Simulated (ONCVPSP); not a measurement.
**hafnium (Hf): ONCV pseudisation with PBE, scalar-relativistic reference atom.**

| Property | Result |
| --- | --- |
| Element | Hf |
| Generator | ONCVPSP 4.0.1 |
| Type | optimised norm-conserving Vanderbilt (ONCV) |
| Functional | PBE |
| Relativity | scalar-relativistic |
| Frozen core | [Xe] 4f14 |
| Valence charge | 4 |
| Reference configuration | 5d2 6s1 6p1 |
| Partial waves | 6s: rc 2.55 bohr, ncon 4, nbas 7, qcut 2.4 1/bohr, 2 projectors, debl 3.5 Ha; 6p: rc 3.80 bohr, ncon 4, nbas 9, qcut 2.4 1/bohr, 1 projector; 5d: rc 2.10 bohr, ncon 4, nbas 7, qcut 4.6 1/bohr, 2 projectors, debl 3.6 Ha |
| Local potential | polynomial inside 1.45 bohr (lpopt 3, dvloc0 1 Ha) |
| Core correction | Teter function, fcfact 3.25, rcfact 1.65 |

All-electron outer shells of the reference configuration (PBE, scalar-relativistic, ld1.x):

```json
{"shell": "5p", "level (eV)": "-37.04", "outermost node (bohr)": "0.60", "outermost maximum (bohr)": "1.16"}
{"shell": "4f", "level (eV)": "-18.30", "outermost node (bohr)": "–", "outermost maximum (bohr)": "0.45"}
{"shell": "6s", "level (eV)": "-6.00", "outermost node (bohr)": "1.36", "outermost maximum (bohr)": "2.85"}
{"shell": "5d", "level (eV)": "-3.88", "outermost node (bohr)": "0.67", "outermost maximum (bohr)": "1.67"}
{"shell": "6p", "level (eV)": "-2.06", "outermost node (bohr)": "1.65", "outermost maximum (bohr)": "3.95"}
```

Calculated quality:

```json
{"Cutoffs needed": "11 Ha and 32 Ha (the cutoffs (Ha) at which the residual kinetic energy of the hardest occupied pseudo-wave falls to 1 and 0.1 mHa per electron)", "Ghost test": "ghosts flagged at negative energy: p at -19.4 eV, d at -11965.1 eV; GHOST(+) flagged for s at 9.0 eV; a true bound ghost makes a file unfit for plane-wave use", "Configuration tests": "1 of 4 tests not solved or not reliable", "rms error of d²Exc/dni dnj": "8.47 mHa without and 3.38 mHa with the model core"}
```

Generation and tests took about 4.6 s on one core of a shared server CPU.
